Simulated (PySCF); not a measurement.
## Dipole moment and polarisability of `C=CC1=C(CC)C=CC=CB1`

Species: C₁₀H₁₃B.
Structure used (PBE0-D3(BJ)/def2-SVP), in Å, numbered top down from 1:
```xyz
24
C10H13B angstrom
C      3.1366    0.4951   -0.6507
C      1.9773   -0.1664   -0.5203
C      0.6652    0.4256   -0.1938
C     -0.2611   -0.3937    0.4617
C      0.1079   -1.8100    0.8647
C     -0.2583   -2.8385   -0.2033
C     -1.6062   -0.0616    0.8007
C     -2.3751    1.0670    0.6397
C     -2.0432    2.3246    0.0800
C     -0.8388    2.7076   -0.4540
B      0.4312    1.8854   -0.6262
H      3.2095    1.5761   -0.5097
H      4.0567   -0.0415   -0.8944
H      2.0137   -1.2507   -0.6678
H     -0.4221   -2.0582    1.7980
H      1.1789   -1.8746    1.1024
H     -1.3374   -2.8141   -0.4211
H     -0.0015   -3.8580    0.1224
H      0.2674   -2.6405   -1.1500
H     -2.1385   -0.8822    1.2954
H     -3.4000    0.9811    1.0154
H     -2.8597    3.0574    0.0920
H     -0.8156    3.7406   -0.8236
H      1.3450    2.4452   -1.1927
```

Level: wB97X-D/def2-SVPD (PySCF), static field, nuclei fixed, core orbitals frozen in the response. The polarisability tensor in these axes (au):

```
x   180.73  -8.38 -23.92
y    -8.38 156.75 -14.78
z   -23.92 -14.78  96.74
```

**Question.** What are the eigenvalues, a third of the trace, and Δα (Δα² = ½Σ(αi − αj)² over the three pairs)?

**Answer.** Principal values 86.55, 159.94 and 187.73 au; mean 144.74 au = 21.45 Å³ = 23.86 × 10⁻⁴⁰ C²·m²/J; Δα = 90.54 au (63 % of the mean).

**Question.** What is the dipole moment, and where does it point?

**Answer.** (-1.29, -1.46, 0.92) D, 2.16 D in size, pointing from the negative to the positive side. Measured along this direction, the outermost atoms are H12 at the negative end and H18 at the positive end.

**Question.** Find the Langevin capture rate constant for H3+ (3.023 u) meeting this molecule (144.111 u), k = 2.342 × 10⁻⁹ cm³/s × √(α in Å³ / reduced mass in u).

**Answer.** The reduced mass is 2.96 u, so k = 6.30 × 10⁻⁹ cm³/s. The formula leaves out the permanent dipole, which adds to the capture rate.

**Question.** What would n − 1 = 2πNα be for an ideal gas of these molecules at 298.15 K and 1 atm, electronic part alone?

**Answer.** N = p/kT = 2.4615 × 10¹⁹ cm⁻³, so n − 1 = 2π × N × 21.45 × 10⁻²⁴ cm³ = 3317 × 10⁻⁶ at long wavelengths.

**Question.** Along which axes do the principal values lie, and how far do the nuclei extend along each?

**Answer.** Largest value along (0.96, -0.15, -0.23), where the nuclei span 7.76 Å; middle along (0.09, 0.96, -0.26), 7.48 Å; least along (0.26, 0.23, 0.94), 2.72 Å. The response follows the extents in order.

**Question.** Orientational against electronic polarisability at 273 K (dilute gas, rigid molecules)?

**Answer.** In Gaussian units μ²/3kT = 41.09 Å³ against 21.45 Å³, a ratio of 1.92; the Debye molar polarisation (4π/3)N_A(α + μ²/3kT) is 157.7 cm³/mol, leaving out the vibrational part.

**Question.** What depolarisation ratio follows for Rayleigh scattering of linearly polarised light, taking the static tensor?

**Answer.** ρ = 3Δα²/(45ᾱ² + 4Δα²) = 24594.6/(942728 + 32792.8) = 0.0252.

Isolated species at its PBE0-D3(BJ)/def2-SVP geometry (one conformer only).
